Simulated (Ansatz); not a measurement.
Wavefunction ladder for `O[Si](F)(O[SiH3])O[SiH3]`

Cartesian coordinates in Å:
```
O -1.6117 -1.5616 0.2175
Si -0.8804 -0.1503 0.5303
F -1.4580 0.4634 1.8728
O 0.6883 -0.4340 0.7151
Si 1.8471 -1.5559 1.0235
O -1.1374 0.9322 -0.6308
Si -0.5060 2.1165 -1.5735
H -2.5598 -1.5781 0.0856
H 1.4714 -2.3692 2.2062
H 2.0150 -2.4404 -0.1556
H 3.1113 -0.8298 1.2900
H 0.8272 1.7056 -2.0813
H -0.3738 3.3700 -0.7901
H -1.4332 2.3316 -2.7098
```

Charge 0, multiplicity 1. The geometry is a stationary point of PBE0-D4/def2-TZVP. It is one conformer, not always the lowest. Frozen core, restricted reference, the Gaussian-basis code of Ansatz. CBS rows extrapolate triple and quadruple zeta; past MP2 they add the triple-zeta difference.

```tsv
basis	HF (Eh)	MP2 corr.	CCSD corr.	(T)	CCSD(T) total
def2-TZVPP	-1195.43870	?	-1.35595	?	?
def2-QZVPP	?	-1.41976	–	–	–
CBS(def2)	?	-1.50201	-1.54923	as TZ	?
```

Question: Fill in the withheld values. (An estimate is asked.)

Answer: Ansatz gave: def2-TZVPP MP2 corr.: -1.30873; def2-TZVPP (T): -0.04386; def2-TZVPP CCSD(T) total: -1196.83851; def2-QZVPP HF (Eh): -1195.48443; CBS(def2) HF (Eh): -1195.49073; CBS(def2) CCSD(T) total: -1197.08382.
